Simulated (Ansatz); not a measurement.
Start from `C=[C](N)[SnH2][F]` and change one atom or group to get `BOC(=C)N`.

Ansatz, PBE0-D4/def2-TZVP geometries, multiplicity 1. Each molecule was computed in one conformer, which needn't be the lowest.

Elements past krypton have def2 core potentials.

```csv
property,`C=[C](N)[SnH2][F]`
HOMO–LUMO gap (ωB97M-V/def2-TZVPP) / eV,9.46
HOMO–LUMO gap (B3LYP/def2-TZVPP) / eV,5.23
HOMO energy (B3LYP/def2-TZVPP) / eV,-6.17
HOMO–LUMO gap (PBE0/def2-TZVPP) / eV,5.69
LUMO energy (ωB97M-V/def2-TZVPP) / eV,0.88
HOMO energy (ωB97M-V/def2-TZVPP) / eV,-8.58
```

What does the change do to each property? (Estimate.)

Computed: 
| property | `BOC(=C)N` | shift |
| --- | --- | --- |
| HOMO–LUMO gap (ωB97M-V/def2-TZVPP) / eV | 9.49 | 0.03 |
| HOMO–LUMO gap (B3LYP/def2-TZVPP) / eV | 5.01 | -0.22 |
| HOMO energy (B3LYP/def2-TZVPP) / eV | -6.12 | 0.05 |
| HOMO–LUMO gap (PBE0/def2-TZVPP) / eV | 5.45 | -0.24 |
| LUMO energy (ωB97M-V/def2-TZVPP) / eV | 0.98 | 0.10 |
| HOMO energy (ωB97M-V/def2-TZVPP) / eV | -8.51 | 0.07 |

With PBE0 the HOMO rises by 0.06 eV and the LUMO falls by 0.19 eV, so the gap narrows by about 0.25 eV. PBE moves the HOMO by -0.01 eV and ωB97M-V by 0.07 eV.

B3LYP here is the variant with VWN-RPA as its local correlation; programs differ in this.
